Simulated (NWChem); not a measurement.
# GeICl₃; SMILES [Cl][Ge]([Cl])([Cl])[I]

Computed with NWChem. Structure relaxed at the PBE-D3(BJ)/def2-SVP level. Not confirmed as a minimum by frequencies. def2 effective core potentials on I; no spin-orbit coupling. Level TPSS/def2-SVP: energy and gradient; each run changes one setting, and changes count from the defaults (medium grid, exact Coulomb integrals, symmetry on).

Which setting moves the energy most, and by about how much (coarse grid; defaults; symmetry off; Coulomb fitting, Weigend set)?

Coulomb fitting, Weigend set, by about 500 μHa.
```csv
setting,size of the energy change (μHa),largest change of a gradient component (μHa/bohr),"time, defaults = 1 (rough)"
defaults,< 10,< 30,about 1
coarse grid,< 10,< 30,about 1
symmetry off,< 10,other frame,about 1
"Coulomb fitting, Weigend set",500,< 30,0.3
```
